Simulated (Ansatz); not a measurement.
C₂H₇FO₂Si, SMILES `CO[Si](C)(O)F`, relaxed with RKS PBE0-D4/def2-TZVP in Ansatz from a GFN2-xTB geometry. The force threshold is 0.005 eV/Å; the program also tests the step.

Total charge 0; spin multiplicity 1.

Start:

```xyz
13

C     1.025    1.785    0.145
O    -0.135    1.154   -0.325
Si   -0.756   -0.279    0.102
C     0.301   -1.812   -0.193
O    -2.145   -0.438   -0.694
F    -1.068   -0.181    1.693
H     1.915    1.242   -0.180
H     1.045    2.792   -0.273
H     1.021    1.843    1.234
H    -0.234   -2.710    0.097
H     0.568   -1.912   -1.240
H     1.221   -1.775    0.385
H    -2.759    0.290   -0.752
```

```tsv
step	energy (eV)	largest force (eV/Å)	largest move (Å)
1	-16873.0303	0.991	0.000
2	-16873.0709	0.662	0.046
3	-16873.0838	0.142	0.043
4	-16873.0859	0.078	0.024
5	-16873.0881	0.096	0.050
6	-16873.0885	0.045	0.023
7	-16873.0888	0.018	0.022
8	-16873.0889	0.028	0.017
9	-16873.0890	0.012	0.013
10	-16873.0890	0.008	0.004
11	-16873.0890	0.003	0.003
```

End:

```xyz
13

C     1.007    1.759    0.165
O    -0.102    1.111   -0.417
Si   -0.748   -0.293    0.096
C     0.288   -1.781   -0.217
O    -2.181   -0.480   -0.647
F    -0.954   -0.157    1.678
H     1.930    1.191    0.003
H     1.118    2.736   -0.308
H     0.867    1.904    1.241
H    -0.213   -2.680    0.148
H     0.474   -1.902   -1.286
H     1.250   -1.702    0.294
H    -2.736    0.294   -0.750
```

Hardware: 2 threads of an AMD EPYC 7R13 on a shared host and a share of an NVIDIA H100 80 GB. Wall time 18 s, peak host memory 0.86 GiB.
